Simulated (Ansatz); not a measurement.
`CCB(N)S` and `NB(S)Cl` differ in one atom or group.

Ansatz, PBE0-D4/def2-TZVP geometries, multiplicity 1. Each molecule was computed in one conformer, which needn't be the lowest.

```csv
property,`CCB(N)S`
HOMO energy (PBE0/def2-TZVPP) / eV,-7.00
size of the dipole moment (B3LYP/def2-TZVPP) / D,1.73
LUMO energy (PBE/def2-TZVPP) / eV,-0.31
HOMO energy (PBE/def2-TZVPP) / eV,-5.77
size of the dipole moment (ωB97M-V/def2-TZVPP) / D,1.75
zero-point energy (PBE0-D4/def2-TZVP) / kJ/mol,281.1
```

Question: What does the change do to each property? (Estimate.)

Answer: Ansatz gave: 
| property | `NB(S)Cl` | shift |
| --- | --- | --- |
| HOMO energy (PBE0/def2-TZVPP) / eV | -7.52 | -0.52 |
| size of the dipole moment (B3LYP/def2-TZVPP) / D | 3.24 | 1.51 |
| LUMO energy (PBE/def2-TZVPP) / eV | -0.60 | -0.29 |
| HOMO energy (PBE/def2-TZVPP) / eV | -6.27 | -0.50 |
| size of the dipole moment (ωB97M-V/def2-TZVPP) / D | 3.25 | 1.50 |
| zero-point energy (PBE0-D4/def2-TZVP) / kJ/mol | 111.5 | -169.6 |

With PBE0 the HOMO falls by 0.52 eV and the LUMO falls by 0.26 eV, so the gap widens by about 0.26 eV. PBE moves the HOMO by -0.50 eV and ωB97M-V by -0.51 eV. The zero-point energy changes by -169.6 kJ/mol with -18 modes. Dipoles are sizes alone; their direction can turn.

B3LYP here is the variant with VWN-RPA as its local correlation; programs differ in this.
